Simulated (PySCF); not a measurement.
## Orbital picture of BeSe

CAM-B3LYP at R = 1.876 Å; PySCF, scalar-relativistic core potentials, basis sets Be cc-pVDZ, Se cc-pVDZ-PP with ECP10. State: ¹Σ⁺ (singlet), closed shell. Only the outer orbitals are listed, counted within each symmetry, core potentials removing the inner ones.

```json
{"orbital": "5σ", "occ.": "2", "ε (eV)": "-19.76", "on Be (%)": "16", "main shells (%)": "84 Se s, 9 Be s"}
{"orbital": "6σ", "occ.": "2", "ε (eV)": "-9.69", "on Be (%)": "35", "main shells (%)": "59 Se p, 30 Be s"}
{"orbital": "3π", "occ.": "2", "ε (eV)": "-7.64", "on Be (%)": "22", "main shells (%)": "78 Se p, 20 Be p"}
{"orbital": "3π", "occ.": "2", "ε (eV)": "-7.64", "on Be (%)": "22", "main shells (%)": "78 Se p, 20 Be p"}
{"orbital": "7σ", "occ.": "0", "ε (eV)": "-3.03", "on Be (%)": "89", "main shells (%)": "46 Be s, 43 Be p, 10 Se p"}
{"orbital": "4π", "occ.": "0", "ε (eV)": "0.42", "on Be (%)": "82", "main shells (%)": "80 Be p, 17 Se p"}
{"orbital": "4π", "occ.": "0", "ε (eV)": "0.42", "on Be (%)": "82", "main shells (%)": "80 Be p, 17 Se p"}
```

Which are the highest filled and the lowest empty level, where do they sit, and how wide is the gap?

Highest filled 3π at -7.64 eV (in %: 78 Se p, 20 Be p); lowest empty 7σ at -3.03 eV (in %: 46 Be s, 43 Be p, 10 Se p); the gap at CAM-B3LYP is 4.61 eV.

- bond order (Mayer): 2.48
- ⟨S²⟩: 0.000
- charge on Be (Mulliken, basis-dependent): 0.12
- charge on Be (Löwdin, basis-dependent): 0.12
- dipole moment (positive dipole means Be(−)Se(+)): -4.77 D
- polarisability along the bond: 65.8 bohr³
- polarisability across the bond: 42.2 bohr³
